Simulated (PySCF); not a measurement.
## Ionisation energy of Ce³³⁺ by level of theory

Ce³³⁺ [Ar] 3d7 (4F) → Ce³⁴⁺ [Ar] 3d6 (5D), as a difference of total energies. All numbers are calculated (PySCF 2.14, the spin-free X2C one-electron Hamiltonian (Gaussian nucleus), in an uncontracted even-tempered set (18 s from 5 bohr⁻², ratio 2.5; 13 p from 6.5 bohr⁻², ratio 2.5; 8 d from 6.5 bohr⁻², ratio 2.5; 4 f from 28 bohr⁻², ratio 2.7; 3 g from 42 bohr⁻², ratio 2.7)). Correlated levels: outer shells: [Ne] frozen; virtual orbitals above 40 to 60 times the deepest correlated orbital energy dropped. The calculations carry no spin-orbit coupling.

```tsv
method	ionisation energy (eV)
UHF	2187.4
LDA	2187.9
PBE	2188.5
PBE0	2188.8
r2SCAN	2189.8
MN15	2179.8
BP86	2189.1
MP2 (outer shells)	2188.6
SCS-MP2 (outer shells)	2188.8
```

Spin-orbit coupling is strong in these open shells (close to jj coupling). The scalar numbers leave it out and a first-order estimate fails, so it can dominate the gap to the real levels.

Breit and QED terms and the two-electron picture change are absent.

For comparison: 2185 ± 5 eV (theoretical estimate listed by NIST; NIST Atomic Spectra Database, ionization energies).
